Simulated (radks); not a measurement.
O4+, 4 electrons, occupied as [He] 2s2.

All-electron calculation, scalar-relativistic Kohn-Sham, r2SCAN, spin-unpolarised, spherical densities, finite nucleus; meta-GGA in the generalised Kohn-Sham scheme; Fermi nuclear charge, rms radius 2.6991 fm. Program: a radial shooting solver on a logarithmic mesh with Libxc functionals.

Energy parts (eV):
| part | energy |
|---|---|
| total | -1861.009 |
| kinetic | 1861.444 |
| electron-nucleus | -4016.989 |
| Hartree | 458.758 |
| exchange-correlation | -164.222 |

Orbitals (lengths in bohr, moments of r in powers of bohr; r(max) is where P^2 peaks):
| orbital | occ. | eigenvalue (eV) | r(max) |
|---|---|---|---|
| 1s | 2 | -625.8710 | 0.1290 |
| 2s | 2 | -103.2108 | 0.7852 |

The highest occupied level is 2s at -103.21 eV. For comparison, the ionisation energy in NIST's Atomic Spectra Database is 113.90 eV (measured). In exact Kohn-Sham theory the highest level is minus the ionisation energy, but local and semilocal functionals leave it too shallow, through self-interaction and a potential that decays too fast; potentials with the right tail come closer. Summed over all electrons, <r^2> = 2.146 bohr^2, which gives a Langevin (diamagnetic) susceptibility term of -1.7 x 10^-6 cm^3/mol.
